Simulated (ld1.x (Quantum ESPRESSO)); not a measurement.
# What one change does to a pseudopotential (chromium (Cr), RRKJ)

ld1.x (Quantum ESPRESSO) 7.5 input, shortened:

```
&input
   title='Cr', zed=24., rel=1, dft='WC', iswitch=3,
   config='[Ar] 3d5 4s0 4p0'
 /
 &inputp
   pseudotype=2, tm=.false., rho0=0.001, lloc=0,
   nlcc=.true., new_core_ps=.true., rcore=0.65
 /
3
3P  2  1   6.00   0.00  1.25  1.25  0.0
3D  3  2   5.00   0.00  1.00  1.00  0.0
3S  1  0   2.00   0.00  0.95  0.95  0.0
 &test
   configts(1)='3s2 3p6 3d5 4s0 4p0'
 /
```

Change: all radii but the core radius scaled by about 1.13 (s 1.08, p 1.42, d 1.12 bohr).

Cutoffs: the cutoffs (Ry, on a coarse ladder) from which the occupation-weighted sum of valence levels, in a spherical-Bessel basis at the reference potential, stays within 10 and 1 mRy of its value at 400 Ry; they do not see the model core or the augmentation charge, which bear on the density cutoff. Errors are all-electron minus pseudo energies relative to the spin-unpolarised reference configuration.

Question: Predict the effect on cutoff, ghosts and configuration errors.

Answer: The potential gets softer (160 Ry and 260 Ry → 140 Ry and 200 Ry); of the 7 tests that both files solve, the error grows in 7 and shrinks in 0 by more than 15 % and 0.3 meV (median size 21.4 → 46.3 meV); neither file shows a bound ghost. A larger radius leaves more room for a smooth pseudo-wave, so fewer plane waves are needed. More of the atom is replaced by a form fitted at one configuration, so other configurations suffer.

| quantity | base | changed |
| --- | --- | --- |
| cutoff, loose | 160 Ry | 140 Ry |
| cutoff, tight | 260 Ry | 200 Ry |
| loose cutoff by channel (10 mRy a level) | p 45 Ry, d 140 Ry, s 140 Ry | p 45 Ry, d 110 Ry, s 100 Ry |
| bound ghosts | none | none |
| error for 3s2 3p6 3d5 4s1 4p0, meV [ΔE -6.84 eV] | +48 | +102 |
| error for 3s2 3p6 3d4 4s0 4p0, meV [ΔE 16.02 eV] | +1.3 | +2.4 |
| error for 3s2 3p6 3d3 4s0 4p0, meV [ΔE 46.75 eV] | +14 | +28 |
| error for 3s2 3p6 3d4 4s1 4p1, meV [ΔE -3.28 eV] | +80 | +168 |
| error for 3s2 3p6 3d5 4s0 4p1, meV [ΔE -3.67 eV] | +6.1 | +12 |
| error for 3s2 3p6 3d5 4s0.5 4p0, meV [ΔE -4.14 eV] | +28 | +59 |
| error for 3s2 3p6 3d5.5 4s0.5 4p0, meV [ΔE -6.12 eV] | +21 | +46 |
